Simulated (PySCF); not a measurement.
SMILES CCC[CH2][AlH][F] at its GFN2-xTB optimised geometry (Å):

```
16

Al    -2.5069     0.6390     0.0000
F     -3.3701    -0.7674     0.0292
H     -3.4031     1.8763     0.0000
C     -0.5070     0.6390     0.0000
C      0.0061    -0.6701     0.6290
C      1.5129    -0.8786     0.4621
C      2.3438     0.1523     1.2182
H     -0.0931     0.7217    -1.0146
H     -0.1099     1.5018     0.5452
H     -0.2431    -0.6840     1.6948
H     -0.5131    -1.5181     0.1678
H      1.7700    -1.8763     0.8270
H      1.7673    -0.8399    -0.6000
H      2.0809     0.1527     2.2742
H      2.1832     1.1521     0.8225
H      3.4031    -0.0785     1.1296
```

Method: PBE0/def2-TZVP (PySCF). Cells within 0.4 Å of a nucleus heavier than hydrogen are left out (blank, or x).

Map of the LUMO amplitude (bohr^(-3/2)) on the plane z = 0.8 Å; orbital energy -0.87 eV, overall sign arbitrary:

```
|22222222222222222222222222222|
|22222222222222222222222222222|
|22222222222222222222222222222|
|22222222222222222222222222222|
|22222222222222222222222222222|
|22222223322222222222222222222|
|22223333333222222222222222222|
|22233333333322222222222222222|
|22333444444322222222222222222|
|22334556654321111222222222222|
|23334677775421011222222222222|
|23345689986531011222222222222|
|23345689997531011222222222222|
|23334578987531011222222222222|
|22333456775420001222222222222|
|22222124554320x02232222222222|
|22221002343321x223x2222222222|
|22221012333222223322222222222|
|22222112222222222222222222222|
|22222222222222222222222222222|
|22222222222222222222222222222|
|22222222222222222222222222222|
|22222222222222222222222222222|
|22222222222222222222222222222|
|22222222222222222222222222222|
|22222222222222222222222222222|
|22222222222222222222222222222|
|22222222222222222222222222222|
|22222222222222222222222222222|
```
Scale: ten equal steps from -0.038 (start of '0') to 0.115 (end of '9'), in the order '0123456789'; x runs from -5.50 to 5.50, y from -5.50 (bottom) to 5.50 (top).
